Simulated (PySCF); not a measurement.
C2H7NSi2, SMILES N[SiH2]C#C[SiH3].

The structure is a stationary point at ωB97X-D3(BJ)/def2-SVP. The values are those of a single conformer.

All values below come from PBE/def2-TZVP run with PySCF.

Gas-phase values at a fixed geometry.

- total energy = -713.72510 hartree
- highest occupied level = -6.27 eV
- lowest empty level = -1.60 eV
- orbital gap = 4.68 eV
- dipole moment = 1.35 D
- quadrupole, principal values (traceless, Buckingham form, about the centre of nuclear charge) = -4.44, -0.78, 5.22 D·Å
- mean static polarisability = 88.7 bohr³ (13.15 Å³)
- polarisability, principal values = 66.9, 70.3, 129.0 bohr³
